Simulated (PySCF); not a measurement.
One of the candidates below gave these computed data.

All candidates are C6H7FN2.

| technique | computed result |
| --- | --- |
| UV, strongest line | among the 6 lowest singlet transitions: S4 at 7.08 eV (175 nm, f = 0.078) [TDDFT PBE0/def2-SVPD] |
| Triplet | lowest triplet excitation (Tamm–Dancoff): 3.94 eV [TDA PBE0/def2-SVPD] |
| 13C NMR | chemical shifts (computed TMS as zero) by class: 184.6 (1 C), 122.4 (1 C), 90.4 (1 C), 43.2 (1 C), 37.1 (1 C), 21.6 (1 C) ppm [GIAO PBE0/pcSseg-1] |
| NMR, other nuclei | isotropic shieldings of nuclei other than C and H, by class: -99 (1 N), -46 (1 N), 353 (1 F) ppm [GIAO PBE0/pcSseg-1] |
| UV, first state | lowest singlet excitation: 4.66 eV (266 nm, f = 0.004) [TDDFT PBE0/def2-SVPD] |
| Dipole | 5.69 D [PBE0/def2-SVPD] |
| 1H NMR | chemical shifts (computed TMS as zero) by class: 11.83 (1 H), 2.80 (1 H), 2.49 (1 H), 2.38 (1 H), 2.32 (1 H), 1.94 (1 H), 1.87 (1 H) ppm [GIAO PBE0/pcSseg-1] |
| Polarisability | 77.0 au [PBE0/def2-SVPD] |
| Rotational structure | rotational constants A, B, C: 2.055, 1.633, 1.417 GHz [GFN2-xTB] |

The electronic properties come from PySCF, for the isolated species, density fitting. Levels stand in brackets. Geometry: GFN2-xTB, one conformer, isolated molecule. Each NMR value is the plain mean over a class of atoms that symmetry, rotation or inversion makes alike.

Problem. Which candidate is it?
A. `Cc1cc(F)c(C)nn1`
B. `[H]/N=C1\CCC[C@]1(F)C#N`
C. `C=CCn1cc(F)cn1`

Solution. B. It is `[H]/N=C1\CCC[C@]1(F)C#N`. Numbering: `[H]/[N:9]=[C:8]1/[C@:3]([C:2]#[N:1])([F:4])[CH2:5][CH2:6][CH2:7]1`. Its formula, C6H7FN2, gives 4 degrees of unsaturation: 1 ring and 3 π bonds in the structure found. 6 carbons fall into 6 classes; from least to most shielded: imine carbon [C8] (184.6 ppm), nitrile carbon [C2] (122.4 ppm), sp3 C–F carbon [C3] (90.4 ppm), ring CH2 carbon [C5] (43.2 ppm), ring CH2 carbon [C7] (37.1 ppm), ring CH2 carbon [C6] (21.6 ppm). Hydrogen classes from least to most shielded: 1 H on an imine nitrogen, N9 (11.83 ppm), 1 H on a ring CH2 carbon, C5 (2.80 ppm), 1 H on a ring CH2 carbon, C7 (2.49 ppm), 1 H on a ring CH2 carbon, C5 (2.38 ppm), 1 H on a ring CH2 carbon, C7 (2.32 ppm), 1 H on a ring CH2 carbon, C6 (1.94 ppm), 1 H on a ring CH2 carbon, C6 (1.87 ppm). The other shieldings belong to: -99 ppm, imine nitrogen [N9]; -46 ppm, nitrile nitrogen [N1]; 353 ppm, alkyl fluorine [F4]. S1 is mainly HOMO→LUMO (weight 0.97); the largest Löwdin shares of the orbital it empties are 0.54 on the imine nitrogen, 0.12 on the imine carbon, 0.09 on a ring CH2 carbon and 0.07 on the N–H hydrogen, of the orbital it fills 0.25 on the imine nitrogen, 0.24 on the imine carbon, 0.10 on the nitrile nitrogen and 0.09 on the nitrile carbon. The optimised geometry has point group C1 and is an asymmetric top.

The others, at the same levels:
- `Cc1cc(F)c(C)nn1` fails: its computed 13C shifts are 171.9 (1 C), 163.8 (1 C), 153.0 (1 C), 115.6 (1 C), 24.7 (1 C), 19.9 (1 C) ppm, 1H shifts are 7.01 (1 H), 2.94 (3 H), 2.94 (3 H) ppm and lowest singlet excitation is 3.61 eV (343 nm, f = 0.003) (against 4.66 eV).
- `C=CCn1cc(F)cn1` fails: its computed 13C shifts are 161.7 (1 C), 145.7 (1 C), 129.3 (1 C), 123.1 (1 C), 118.7 (1 C), 60.9 (1 C) ppm, 1H shifts are 7.36 (1 H), 7.28 (1 H), 6.23 (1 H), 5.63 (1 H), 5.44 (1 H), 4.78 (2 H) ppm and rotational constant A is 4.118 GHz (against 2.055 GHz).

Each candidate is one conformer, not necessarily the lowest. The conformers computed, where there is a choice (atom-mapped SMILES and torsion angles):
- `[CH2:1]=[CH:2][CH2:3][n:4]1[cH:5][c:6]([F:7])[cH:8][n:9]1`: C1–C2–C3–N4 131°, C2–C3–N4–C5 -71°

The conformers of `[H]/N=C1\CCC[C@]1(F)C#N` aren't listed.
